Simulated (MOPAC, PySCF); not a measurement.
Ligands exchanged one at a time, B Br-SiH3. Gas-phase values, no solvent. Strings in code marks are SMILES.

Quantity: redistribution energy (mixed species minus the weighted end members), in kcal/mol. Semi-empirical values (MOPAC) are differences of heats of formation.

Level 1: B3LYP/6-31G* // PBE-D3(BJ)/def2-TZVP (PySCF)
Level 2: PBE/6-31G* // PBE-D3(BJ)/def2-TZVP (PySCF)
Level 3: AM1 // PBE-D3(BJ)/def2-TZVP (MOPAC)
Level 4: PM7 // PBE-D3(BJ)/def2-TZVP (MOPAC)

```
species                                          level 1  level 2  level 3  level 4
-----------------------------------------------  -------  -------  -------  -------
2 of 3 Br replaced by SiH3: `BrB([SiH3])[SiH3]`    -1.83    -1.22    -1.92    -6.24
1 of 3 Br replaced by SiH3: `[SiH3]B(Br)Br`        -3.38    -2.95    -2.62    -6.34
```
